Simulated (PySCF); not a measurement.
CF3O3S, SMILES O=S(=O)([O-])C(F)(F)F, charge -1. Geometry: PBE0-D3(BJ)/def2-SVPD.

Computed equilibrium geometry at PBE0-D3(BJ)/def2-SVPD (PySCF confirms it by a frequency run) as a Z-matrix, and its point group:
point group C3v.
```
C
F 1 1.3383
F 1 1.3383 2 107.34
F 1 1.3383 2 107.34 3 115.13
S 1 1.8720 2 111.52 3 -122.44
O 5 1.4759 1 102.40 2 -60.00
O 5 1.4759 6 115.52 1 -110.41
O 5 1.4759 6 115.52 7 -139.19
```
Charge -1, spin multiplicity 1.
